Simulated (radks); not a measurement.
Question: These are the eigenvalues of the occupied orbitals of an atom or ion with whole-number occupations (eV). All-electron calculation, non-relativistic Kohn-Sham, TPSS, spin-unpolarised, spherical densities, point nucleus; meta-GGA in the generalised Kohn-Sham scheme. Program: a radial shooting solver on a logarithmic mesh with Libxc functionals.

1s: -3166.911
2s: -345.8710
2p: -279.8163
3s: -66.1821
3p: -50.4987

Which element is it, and in what charge state? The configuration may be excited.

Answer: Z = 18, argon, charge +3: Ar3+ in [Ne] 3s1 3p4. The list shows which subshells hold electrons but not how many an open one holds; the 1s level, -116.38 hartree, gives Z - s = 15.3 by -(Z - s)^2/2, which with screening narrows Z to a few neighbours, and the depths of the outer levels then fix element, charge and occupations together.
